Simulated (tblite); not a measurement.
Parent: `[CH2:1]=[CH:2][SiH2:3][N:4]=[CH2:5]` with C1–C2–Si3–N4 133°, C2–Si3–N4–C5 -122°, C3H7NSi.

Structures optimised with GFN2-xTB, isolated species. One conformer each, not checked by frequencies here.

| coordinate of the parent | value |
| --- | --- |
| C1=C2 | 1.322 Å |
| C2–Si3 | 1.882 Å |
| Si3–N4 | 1.726 Å |
| N4=C5 | 1.246 Å |
| C1–C2–Si3 | 124.9° |
| C2–Si3–N4 | 103.6° |
| Si3–N4–C5 | 134.7° |

**Question.** How does the shared frame change in `[CH2:1]=[CH:2][Si@H:3]([N:4]=[CH2:5])[C:6]([CH3:7])=[O:8]` with C1–C2–Si3–N4 156°, C2–Si3–N4–C5 126°, C2–Si3–C6–C7 71°, C5H9NOSi? Atoms pair as C1 = C1, C2 = C2, Si3 = Si3, N4 = N4, C5 = C5 (parent first).

**Answer.** 
```tsv
parent	relative	value in the relative	change
C1=C2	C1=C2	1.324 Å	+0.002
C2–Si3	C2–Si3	1.886 Å	+0.004
Si3–N4	Si3–N4	1.718 Å	-0.008
N4=C5	N4=C5	1.250 Å	+0.004
C1–C2–Si3	C1–C2–Si3	123.7°	-1.2
C2–Si3–N4	C2–Si3–N4	103.7°	+0.1
Si3–N4–C5	Si3–N4–C5	136.2°	+1.5
```

Of the parent's bonds, Si3–N4 changes most (-0.008 Å). Bonds of the relative outside the shared frame: Si3–C6 1.929, C6–C7 1.501, C6=O8 1.209 Å. Point group C1 → C1.

All values are computed, not measured.
